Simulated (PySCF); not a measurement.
Two species compared at the same levels of theory.

First species: C₆H₁₆BNO.
Geometry (PBE0-D3(BJ)/def2-SVP, Å), atoms numbered from 1 in this order:
```xyz
25
C6H16BNO angstrom
C      4.3557    0.0319    0.3927
O      3.0482   -0.3643    0.6937
C      2.0818    0.5286    0.2555
N      0.7793   -0.0210    0.5818
B     -0.4937    0.8923    0.1225
C     -1.8184    0.0494    0.4815
C     -3.0932    0.6428   -0.1666
C     -2.9773   -0.4076   -1.2869
C     -2.0381   -1.2237   -0.3811
H      5.0338   -0.7408    0.7773
H      4.5138    0.1314   -0.6981
H      4.6132    0.9973    0.8685
H      2.1178    0.6869   -0.8382
H      2.1662    1.5159    0.7469
H      0.7283   -0.1815    1.5907
H      0.6872   -0.9440    0.1479
H     -0.3833    1.9424    0.7531
H     -0.3350    1.0597   -1.0875
H     -1.9023   -0.1199    1.5724
H     -3.9950    0.4864    0.4477
H     -3.0581    1.7034   -0.4627
H     -2.4479   -0.0071   -2.1636
H     -3.9017   -0.8959   -1.6330
H     -2.5776   -2.0208    0.1571
H     -1.1589   -1.6893   -0.8678
```

Second species: C₆H₁₆BNO.
SMILES: `CO[C@@H]1CC[C@H]([BH2-][NH3+])C1`

Levels: B3LYP/def2-SVPD for HOMO energy, LUMO energy, HOMO–LUMO gap and static isotropic polarisability; TDDFT B3LYP/def2-SVPD for lowest singlet excitation; TDA B3LYP/def2-SVPD for lowest triplet excitation (Tamm–Dancoff); ΔSCF B3LYP/def2-SVPD for vertical ionisation energy. Geometries: PBE0-D3(BJ)/def2-SVP. Each species is one conformer at its optimised geometry, gas phase, non-relativistic unless stated. Electronic properties by PySCF.

The conformers computed, where there is a choice (atom-mapped SMILES and torsion angles):
- `[CH3:1][O:2][CH2:3][NH2+:4][BH2-:5][CH:6]1[CH2:7][CH2:8][CH2:9]1`: C1–O2–C3–N4 178°, O2–C3–N4–B5 -179°, C3–N4–B5–C6 176°, N4–B5–C6–C7 -168°

The conformers of `CO[C@@H]1CC[C@H]([BH2-][NH3+])C1` aren't listed.

Values for the first species:

```
HOMO energy                              : -6.88 eV
LUMO energy                              : -0.12 eV
HOMO–LUMO gap                            : 6.76 eV
Lowest singlet excitation                : 5.99 eV
Lowest triplet excitation (Tamm–Dancoff) : 5.93 eV
Static isotropic polarisability          : 104.9 au
Vertical ionisation energy               : 8.88 eV
```

(1) Estimate the same properties for the second species, and the change in each.

Answers

(1) 
```csv
property,first,second,second less first
HOMO energy,-6.88 eV,-6.52 eV,+0.36 eV
LUMO energy,-0.12 eV,-0.64 eV,-0.52 eV
HOMO–LUMO gap,6.76 eV,5.88 eV,-0.88 eV
lowest singlet excitation,5.99 eV,5.32 eV,-0.67 eV
lowest triplet excitation (Tamm–Dancoff),5.93 eV,5.29 eV,-0.64 eV
static isotropic polarisability,104.9 au,104.5 au,-0.4 au
vertical ionisation energy,8.88 eV,8.48 eV,-0.40 eV
```

On the first: S1 lies 0.77 eV below the HOMO–LUMO gap; its leading configuration is HOMO→LUMO, weight 0.91. No computed singlet falls in the visible range (750 to 380 nm, 1.65 to 3.26 eV); S1 lies 2.73 eV above its blue end.

On the second: No computed singlet falls in the visible range (750 to 380 nm, 1.65 to 3.26 eV); S1 lies 2.06 eV above its blue end. The polarisability is 15.48 Å³ as a volume (1 au = 0.148185 Å³), or 1.45 au for each of the 72 electrons.
